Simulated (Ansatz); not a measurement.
Cost and result up the ladder for Cs3I4 (7 atoms). Total charge 0; doublet. Geometry: PBE0-D4/def2-SVP.

```xyz
7

Cs   -2.118    2.792    1.207
Cs    2.672    0.577    0.097
Cs   -0.699   -3.322   -1.477
I     1.279    3.307    2.090
I    -2.897   -0.895    0.513
I    -0.986    0.528   -1.719
I     2.750   -2.987   -0.711
```

Ansatz on 4 threads of Intel Xeon 6975P-C on a shared host. Times are rough, and most runs start from the orbitals of an earlier one. PBE0-D4/def2-TZVP serves as the yardstick here, not as an exact answer. Differences are given only for rows in sets of like size (and for xTB, whose basis is part of the method), since another set adds its own error. Binding counts from free atoms at the same level (Cs doublet, I doublet; other spins of the atoms weren't run), without zero-point energy or a counterpoise term.

In the def2 sets Cs, I take a core potential; there is no spin–orbit coupling. Correlated methods freeze 16 core orbitals; core or outer-core shells of Cs, I are correlated, in sets that lack core-valence functions. HOMO above LUMO, or a gap near zero within one spin, warns that the state may not be the lowest or that an electron is smeared out. In the doublet, I5 and I6 lie 3.27 Å apart (atoms count from 1), so these atoms are partly bonded to each other. Another isomer (doublet) lies 0.12 eV lower at PBE0-D4/def2-TZVP; other spin states weren't run for this one.

Correlated methods converge slowly with the basis.

```tsv
level	functions	wall time
PBE-D4/def2-SVP	176	6.5 s
PBE0-D4/def2-SVP	176	7 s
revPBE-D4/def2-TZVP	287	8.5 s
PBE-D4/def2-TZVP (with forces)	287	9.5 s
PBE0-D4/def2-TZVP	287	15 s
r2SCAN-D4/def2-TZVP	287	15 s
MP2/def2-TZVP	287	18 s
r2SCANh-D4/def2-TZVP	287	22 s
RPA@PBE/def2-TZVP	287	29 s
```

(1) Estimate what each level gives for the binding energy per atom (eV).

Results:

(1) 
```tsv
level	binding energy per atom (eV)	difference from PBE0-D4/def2-TZVP (eV)	remarks
PBE-D4/def2-SVP	2.08	–	gap within one spin near zero
PBE0-D4/def2-SVP	2.08	–	–
revPBE-D4/def2-TZVP	1.99	-0.08	–
PBE-D4/def2-TZVP (with forces)	2.07	0.00	–
PBE0-D4/def2-TZVP	2.08	0.00	–
r2SCAN-D4/def2-TZVP	2.12	0.04	–
MP2/def2-TZVP	2.07	-0.01	–
r2SCANh-D4/def2-TZVP	2.11	0.03	–
RPA@PBE/def2-TZVP	1.80	-0.28	–
```
